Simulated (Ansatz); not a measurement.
Ge(OH)2Me2 (C₂H₈GeO₂). Total charge 0; singlet. Geometry PBE-D4/def2-SVP, basis def2-TZVP, Ansatz.

| atom | x (Å) | y (Å) | z (Å) |
| --- | --- | --- | --- |
| C1 | 1.301 | -0.757 | -0.989 |
| C2 | -0.219 | 0.242 | 1.772 |
| Ge3 | -0.244 | 0.117 | -0.177 |
| O4 | -1.792 | -0.747 | -0.530 |
| O5 | -0.286 | 1.739 | -0.972 |
| H6 | -1.895 | -0.874 | -1.491 |
| H7 | -1.030 | 2.265 | -0.626 |
| H8 | 1.232 | -0.709 | -2.094 |
| H9 | 1.355 | -1.817 | -0.675 |
| H10 | 2.230 | -0.242 | -0.676 |
| H11 | -0.075 | -0.765 | 2.210 |
| H12 | -1.181 | 0.648 | 2.142 |
| H13 | 0.605 | 0.900 | 2.107 |

```tsv
run	HOMO (eV)	LUMO (eV)
A	-7.93	0.06
B	-10.61	2.33
C	-6.95	0.18
D	-8.18	0.44
E	-10.50	1.93
F	-6.58	-0.43
```

B3LYP takes the VWN-RPA correlation.

Task: The runs used B3LYP, PBE, PBE0, r2SCAN, ωB97M-V, ωB97X-V. Estimate which is which.

Result: A B3LYP (20 % exact exchange); B ωB97X-V (range-separated); C r2SCAN (0 % exact exchange); D PBE0 (25 % exact exchange); E ωB97M-V (range-separated); F PBE (0 % exact exchange). Exact exchange lowers occupied and raises empty levels; among semilocal functionals meta-GGAs tend to open the gap a little, and such runs are hard to tell apart. The gap grows from 6.14 eV (PBE) to 12.94 eV (ωB97X-V).
